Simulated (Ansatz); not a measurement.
Cartesian coordinates in Å:
```
C -0.889 1.725 0.914
S -0.900 0.099 1.726
Sn -1.144 -1.325 -0.190
S 1.008 -2.149 -0.839
C 1.963 -0.611 -0.697
H 0.016 1.876 0.326
H -0.913 2.467 1.713
H -1.766 1.864 0.283
H -2.105 -2.679 0.181
H -1.806 -0.322 -1.410
H 1.679 0.111 -1.463
H 3.009 -0.880 -0.842
H 1.847 -0.174 0.296
```

Charge 0, multiplicity 1. Sn takes the def2 core potential.

(1) List the r2SCAN/def2-TZVPP orbital energies in eV (Ansatz). (Best estimate.)

## Answers

(1) Computed: Occupied: -2408.98, -2408.86, -274.01, -273.88, -213.38, -213.26, -157.46, -157.37, -157.35, -157.26, -157.24, -157.12, -137.52, -92.35, -92.32, -92.28, -26.78, -26.75, -26.73, -26.63, -26.62, -20.26, -20.02, -16.51, -16.08, -12.95, -11.22, -11.07, -10.94, -10.81, -9.59, -9.41, -8.47, -7.67, -7.22, -5.96, -5.81. Lowest empty: -1.33, -0.55, -0.23, -0.06, 0.62, 1.29, 1.74, 2.30.
